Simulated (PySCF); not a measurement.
Species: C₇H₁₁OP.
Structure used (PBE0-D3(BJ)/def2-SVP), in Å, numbered top down from 1:
```
atom  x, y, z in Å
C1     1.8313   -1.4057    1.8747
C2     1.4357   -0.6538    1.0076
P3     0.8757    0.4541   -0.2578
C4     2.1059    1.4625   -0.7524
C5    -0.0689   -0.7190   -1.3477
C6    -1.3098   -1.3008   -0.6805
O7    -2.1942   -0.3082   -0.2328
C8    -1.7048    0.4484    0.8386
C9    -0.5430    1.3601    0.4526
H10    2.1905   -2.0626    2.6473
H11    1.8180    2.3637   -1.2988
H12    3.0910    1.0298   -0.9356
H13   -0.3496   -0.1231   -2.2328
H14    0.6205   -1.5104   -1.6829
H15   -1.8746   -1.9190   -1.3952
H16   -1.0095   -1.9586    0.1608
H17   -2.5452    1.0584    1.2031
H18   -1.3930   -0.2150    1.6711
H19   -0.1721    1.9372    1.3127
H20   -0.8589    2.0761   -0.3246
```

Level: PBE0/pcSseg-1 in PySCF, non-relativistic, on one gas-phase PBE0-D3(BJ)/def2-SVP geometry that isn't relaxed in the solvent. The solvent is an IEF-PCM continuum (Bondi radii, 1.10 Å for H, scaled by 1.2). Only the electrostatic response of the medium enters.

```
run  E − E(gas) (kcal/mol)  HOMO (eV)  HOMO–LUMO gap (eV)  dipole (D)
gas                   0.00      -5.10                4.76        2.44
  P                  -9.00      -5.42                5.15        3.44
  Q                  -9.30      -5.44                5.16        3.48
```

Q: The runs were made in methanol and water. Which run belongs to which solvent?

A: P = methanol, Q = water. The dielectric constants are 32.61 (methanol), 78.36 (water), and the energy falls further as ε rises. In this model the ground state sees the solvent through ε alone.

Q: How constant is the ratio of the lowering to (ε − 1)/(2ε + 1)?

A: 
```tsv
solvent	(ε − 1)/(2ε + 1)	E − E(gas) (kcal/mol)	ratio (kcal/mol)	polarisation term (kcal/mol)
methanol	0.477	-9.00	-18.9	-10.45
water	0.490	-9.30	-19.0	-10.84
```

The ratio changes by +0.5 % in size from methanol to water. The polarisation term is half the interaction of the solute with the induced surface charges.
